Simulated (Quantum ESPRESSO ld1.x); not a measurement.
Q: Species: the chlorine ion Cl+. Configuration: [Ne] 3s2 3p4. All-electron calculation, Dirac Kohn-Sham, relativistic LDA (MacDonald-Vosko exchange, VWN5 correlation), spin-unpolarised, spherical densities, point nucleus; open shells are shared between the two j in proportion to 2j + 1. Program: ld1.x of Quantum ESPRESSO 7.5. Some entries of the table are withheld. Estimate them.

orbital,occ.,eigenvalue (hartree),<r^2> (bohr^2)
1s1/2,2,(1),0.01122
2s1/2,2,-9.70842,0.2365
2p1/2,2,(2),0.2057
2p3/2,4,(3),0.2079
3s1/2,2,-1.17738,(4)
3p1/2,1.33333,(5),3.420
3p3/2,2.66667,(6),3.450
4s1/2,0,-0.20536,22.40
3d3/2,0,(7),12.74
3d5/2,0,(8),12.76
4p1/2,0,-0.12695,37.21
4p3/2,0,-0.12640,37.49

A: 
(1) 1s1/2 eigenvalue (hartree): -101.057
(2) 2p1/2 eigenvalue (hartree): -7.55061
(3) 2p3/2 eigenvalue (hartree): -7.48847
(4) 3s1/2 <r^2> (bohr^2): 2.572
(5) 3p1/2 eigenvalue (hartree): -0.72061
(6) 3p3/2 eigenvalue (hartree): -0.71525
(7) 3d3/2 eigenvalue (hartree): -0.15021
(8) 3d5/2 eigenvalue (hartree): -0.15008
